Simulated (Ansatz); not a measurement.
System: H2BSO, charge 0, doublet. H2BSO (SMILES S[B]O, doublet).
B3LYP-D3(BJ)/def2-TZVP minimum from Ansatz (an electronic-structure program):
```
B
O 1 1.3426
H 2 0.9622 1 114.93
S 1 1.8027 2 122.07 3 -180.00
H 4 1.3417 1 95.69 2 180.00
```
Charge 0, spin multiplicity 2.

Atomisation energy term by term, kcal/mol (programs: Ansatz). Radicals and triplets start from unrestricted determinants; spin-orbit coupling is neglected. Cores are frozen in correlated methods. Rows without X2C or -DK are non-relativistic. CBS(X,Y): correlation extrapolated as X^-3, Hartree-Fock from the larger set. A bracket is a step between two methods taken in the basis named. '+ core + X2C': CCSD(T) terms for core correlation (cc-pwCVTZ, 1s frozen past Ne) and scalar relativity (cc-pVTZ-DK). Where a partner has so few electrons that a lower coupled-cluster level is exact, that level stands in.

| term | basis | kcal/mol |
|---|---|---|
| Hartree-Fock | cc-pV(Q+d)Z | 296.62 |
| CCSD correlation | CBS(cc-pV(T+d)Z,cc-pV(Q+d)Z) | 107.10 |
| (T) | CBS(cc-pV(T+d)Z,cc-pV(Q+d)Z) | 9.03 |
| CCSDT(Q) - CCSD(T) | cc-pV(D+d)Z | 0.66 |
| core correlation | cc-pwCVTZ | 1.85 |
| scalar relativity | X2C, cc-pVTZ-DK | -0.72 |
| sum: De |  | 414.5 |
